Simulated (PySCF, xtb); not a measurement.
Al(H)2(NMe2) (C2H8AlN), SMILES C[N](C)[AlH2].

Harmonic wavenumbers (cm⁻¹) from GFN2-xTB (xtb 6.7.1) at its own minimum, in rising order: 77, 113, 216, 265, 290, 325, 451, 591, 600, 800, 973, 1036, 1086, 1125, 1172, 1256, 1400, 1408, 1467, 1472, 1495, 1503, 1799, 1801, 2889, 2889, 2914, 2921, 2956, 2959.

Task: What does PBE-D3(BJ)/def2-SVP (PySCF) give at its own minimum? (The exact figures need the calculation; the answer reports its results.)

Result: 210, 219, 240, 277, 306, 350, 526, 545, 623, 741, 998, 1049, 1071, 1124, 1195, 1258, 1378, 1398, 1402, 1406, 1426, 1450, 1880, 1893, 2892, 2898, 2941, 2951, 3043, 3044. Paired by order, the mean absolute difference is 43 cm⁻¹ and the zero-point energies are 57.5 and 58.2 kcal/mol.
